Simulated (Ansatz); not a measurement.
CH$_{6}$SeSi$_{2}$ (`[SiH3][SiH]1C[Se]1`). The species carries charge 0 and has multiplicity 1. The geometry is a stationary point of PBE0-D4/def2-TZVP.

```xyz
10

Si   -1.513   -0.604   -0.785
Si    0.662    0.160   -0.475
C     1.153    0.751    1.206
Se    1.950   -1.065    0.886
H    -1.514   -1.767   -1.711
H    -2.035   -1.017    0.542
H    -2.381    0.462   -1.354
H     1.332    0.815   -1.625
H     0.433    0.746    2.017
H     1.912    1.520    1.298
```

Q: What is the dipole moment at PBE/def2-TZVPP? (Estimate.)

A: The calculation gave: 1.58 D, with components (-0.98, 1.19, -0.33) D in this frame, pointing from negative to positive charge.

Q: And with r2SCAN, B3LYP, ωB97M-V? (Estimate.)

A: Ansatz gave: r2SCAN 1.75 D, B3LYP 1.77 D, ωB97M-V 1.85 D.

Q: Give the Mulliken charges with PBE, ωB97M-V, B3LYP in def2-TZVPP. (Best estimate.)

A: Computed: 
| atom | PBE | ωB97M-V | B3LYP |
| --- | --- | --- | --- |
| Si1 | 0.11 | 0.06 | 0.17 |
| Si2 | 0.17 | 0.18 | 0.23 |
| C3 | -0.26 | -0.37 | -0.31 |
| Se4 | -0.13 | -0.13 | -0.15 |
| H5 | -0.03 | -0.01 | -0.05 |
| H6 | -0.03 | -0.01 | -0.04 |
| H7 | -0.04 | -0.02 | -0.05 |
| H8 | -0.05 | -0.02 | -0.06 |
| H9 | 0.13 | 0.15 | 0.14 |
| H10 | 0.13 | 0.15 | 0.14 |

B3LYP here is the variant with VWN-RPA as its local correlation; programs differ in this.
